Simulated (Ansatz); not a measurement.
`[CH3][Y]([CH3])[OH]` + H–F → `[CH3][Y]([OH])[F]` + CH₄ at 600 K and 1 bar (ligand exchange at a Y–C bond).

Program: Ansatz. Geometries: PBE0-D4/def2-TZVP. ΔE: electronic, gas phase. CBS: MP2 limit from def2 TZ/QZ plus the TZ coupled-cluster correction, frozen cores. This one scheme is used for every species. def2 core potentials past Kr. For Y outer-core shells are correlated without core-valence functions, which leaves a few kJ/mol of doubt a bond. One conformer a species, not always the lowest.

| species | CCSD(T)/CBS energy (Eh) | H − E (kJ/mol) | S (J/(mol·K)) |
| --- | --- | --- | --- |
| `[CH3][Y]([CH3])[OH]` | -193.78963 | 279.0 | 523.1 |
| H–F | -100.39570 | 42.3 | 194.0 |
| `[CH3][Y]([OH])[F]` | -253.82257 | 183.2 | 459.6 |
| CH₄ | -40.46206 | 140.4 | 215.7 |

H − E and S are ideal-gas, rigid-rotor, harmonic terms from PBE0-D4/def2-TZVP, for one conformer and one mirror image of each species. 1 Eh = 2625.50 kJ/mol, R = 8.31446 J/(mol·K).

By hand: ΔE, ΔH, ΔS and ΔG.

ΔE = (-253.82257) + (-40.46206) − (-193.78963) − (-100.39570) = -0.09930 Eh = -260.7 kJ/mol. Δ(H − E) = 183.2 + 140.4 − 279.0 − 42.3 = 2.3, so ΔH = -258.4 kJ/mol. ΔS = 459.6 + 215.7 − 523.1 − 194.0 = -41.8 J/(mol·K). ΔG = -258.4 − 600 × (-41.8)/1000 = -233.3 kJ/mol.

By hand: the equilibrium constant, and the temperature at which ΔG would vanish if ΔH and ΔS stayed fixed.

log₁₀ K = −ΔG/(RT ln 10) = 20.3. ΔG = 0 at ΔH/ΔS = 6182 K, far beyond where these terms or the molecules hold.

ΔH outweighs TΔS. A doubt of 5 kJ/mol in ΔE shifts log₁₀ K by 0.4 here. Other conformers and mirror images would add mixing entropy, several J/(mol·K) or more a flexible species. Modes under 60 cm⁻¹, often nearly free rotors, make the harmonic entropy too high. These are equilibria of isolated gas molecules and say nothing of rates. Largest T1 diagnostic: 0.014 (customary marks: 0.02 for closed shells, 0.045 for open ones).
